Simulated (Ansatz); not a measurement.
This geometry of a periodic cell of 63 atoms, GaSi62 (host Si, host structure diamond, dopant Ga, one Si atom removed), cell charge +1 is a first-order saddle point.

These are results of Ansatz 0.2.0, DFT PBE, scalar-relativistic, plane waves, PAW, not measurements. Settings: PAW set soft_1, cutoff 420 eV, k mesh 1x1x1, fermi-dirac smearing 0.02 eV, no spin polarisation.

```xyz
63
Lattice="10.8600 0.0000 0.0000 0.0000 10.8600 0.0000 0.0000 0.0000 10.8600" Properties=species:S:1:pos:R:3
Si 5.547 0.116 -0.025
Ga 7.467 2.036 0.680
Si 9.387 3.956 1.385
Si 8.172 0.116 2.600
Si 9.513 1.361 4.074
Si 0.001 -0.010 0.005
Si 1.360 1.357 1.359
Si 2.714 2.714 0.002
Si 4.073 4.082 1.355
Si 5.421 5.430 0.005
Si 6.788 6.789 1.359
Si 8.145 8.142 0.002
Si 9.513 9.502 1.355
Si 2.747 0.016 2.700
Si 4.153 1.384 3.994
Si 5.547 2.741 2.600
Si 6.792 4.082 4.074
Si 8.142 5.430 2.726
Si 9.522 6.787 4.083
Si 5.447 0.016 5.400
Si 6.788 1.357 6.787
Si 8.145 2.714 5.434
Si 9.487 4.056 6.821
Si 8.142 -0.010 8.147
Si 9.387 1.331 9.620
Si -0.080 5.349 0.029
Si 1.343 6.772 1.357
Si 2.730 8.159 0.004
Si 4.153 9.582 1.332
Si 0.001 2.711 2.726
Si 1.358 4.091 4.083
Si 2.716 5.438 2.736
Si 4.087 6.816 4.060
Si 5.447 8.176 2.700
Si 6.815 9.582 3.994
Si 0.010 -0.020 5.431
Si 1.343 1.359 6.804
Si 2.730 2.712 5.417
Si 4.064 4.091 6.789
Si 5.411 5.438 5.431
Si 6.790 6.772 6.804
Si 8.143 8.159 5.417
Si 9.522 9.493 6.789
Si 2.716 -0.020 8.138
Si 4.073 1.361 9.494
Si 5.421 2.711 8.146
Si 6.762 3.956 9.620
Si 8.119 5.349 8.227
Si 9.487 6.755 9.520
Si 0.010 8.145 2.736
Si 1.388 9.516 4.060
Si -0.013 5.416 5.461
Si 1.358 6.786 6.789
Si 2.716 8.145 5.431
Si 4.087 9.516 6.760
Si -0.080 2.688 8.227
Si 1.326 4.056 9.520
Si 2.686 5.416 8.160
Si 4.064 6.787 9.485
Si 5.411 8.145 8.138
Si 6.792 9.502 9.494
Si -0.013 8.115 8.160
Si 1.358 9.493 9.485
```

Task: Which two structures does it join? (They come from a converged band through this point; their orientation in space is the band's.)

Result: The atom that moves furthest is Ga2, by 2.40 Å; four of its nearest neighbours are Si16 2.40, Si1 2.40, Si4 2.40, Si15 3.79 Å at the first end and Si3 2.40, Si25 2.40, Si47 2.40, Si56 3.79 Å at the last.

Image 0:

```xyz
63
Lattice="10.8600 0.0000 0.0000 0.0000 10.8600 0.0000 0.0000 0.0000 10.8600" Properties=species:S:1:pos:R:3
Si 5.426 -0.007 -0.077
Ga 6.776 1.346 1.373
Si 9.469 4.037 1.346
Si 8.226 -0.007 2.723
Si 9.528 1.356 4.094
Si -0.019 0.016 0.019
Si 1.366 1.357 1.358
Si 2.718 2.711 0.002
Si 4.052 4.095 1.359
Si 5.444 5.412 0.018
Si 6.791 6.791 1.358
Si 8.148 8.141 0.003
Si 9.525 9.482 1.359
Si 2.729 0.005 2.712
Si 4.095 1.369 4.053
Si 5.426 2.799 2.722
Si 6.790 4.093 4.098
Si 8.129 5.411 2.706
Si 9.524 6.780 4.065
Si 5.436 0.006 5.419
Si 6.791 1.356 6.784
Si 8.148 2.711 5.432
Si 9.497 4.066 6.796
Si 8.129 0.013 8.168
Si 9.463 1.379 9.544
Si -0.033 5.393 0.004
Si 1.350 6.779 1.359
Si 2.712 8.140 0.002
Si 4.093 9.521 1.349
Si -0.014 2.697 2.703
Si 1.351 4.092 4.067
Si 2.705 5.445 2.719
Si 4.083 6.800 4.067
Si 5.438 8.157 2.710
Si 6.799 9.521 4.055
Si 0.017 -0.002 5.444
Si 1.350 1.359 6.800
Si 2.713 2.714 5.437
Si 4.083 4.091 6.799
Si 5.430 5.445 5.445
Si 6.790 6.779 6.800
Si 8.146 8.140 5.437
Si 9.523 9.512 6.799
Si 2.705 -0.002 8.133
Si 4.056 1.355 9.482
Si 5.446 2.698 8.164
Si 6.805 4.034 9.542
Si 8.145 5.393 8.184
Si 9.500 6.778 9.510
Si 0.017 8.136 2.718
Si 1.374 9.508 4.070
Si -0.006 5.423 5.442
Si 1.361 6.788 6.789
Si 2.718 8.142 5.432
Si 4.079 9.509 6.775
Si -0.035 2.714 8.184
Si 1.353 4.064 9.513
Si 2.706 5.422 8.156
Si 4.084 6.780 9.484
Si 5.430 8.135 8.132
Si 6.790 9.479 9.485
Si -0.005 8.135 8.154
Si 1.349 9.512 9.487
```

Image 8:

Only the atoms that move by more than 0.05 Å are listed.
```
Si1 5.465 0.035 0.014
Ga2 8.157 2.727 -0.012
Si3 9.507 4.077 1.439
Si4 8.131 0.035 2.680
Si5 9.489 1.375 4.055
Si6 0.021 -0.023 0.000
Si9 4.090 4.059 1.340
Si10 5.407 5.451 0.000
Si13 9.489 9.520 1.340
Si16 5.465 2.701 2.680
Si17 6.805 4.059 4.055
Si18 8.145 5.451 2.738
Si24 8.145 -0.023 8.124
Si25 9.507 1.276 9.498
Si30 0.021 2.715 2.738
Si45 4.090 1.375 9.516
Si46 5.407 2.715 8.124
Si47 6.706 4.077 9.498
Si61 6.805 9.520 9.516
```

Task: How far does it lie above each of them?

Result: 0.125 eV above the first and 0.125 eV above the second. This is the barrier of this one path; another mechanism may lie lower. Limits of this set-up: coarse k mesh, no spin, though dangling bonds at a vacancy may carry it, a typed lattice constant that wasn't relaxed here, charged cell in a uniform background, uncorrected.

The run took 15 min on 4 threads of Arm Neoverse V1, with other jobs on the host, peak memory 4 GiB.
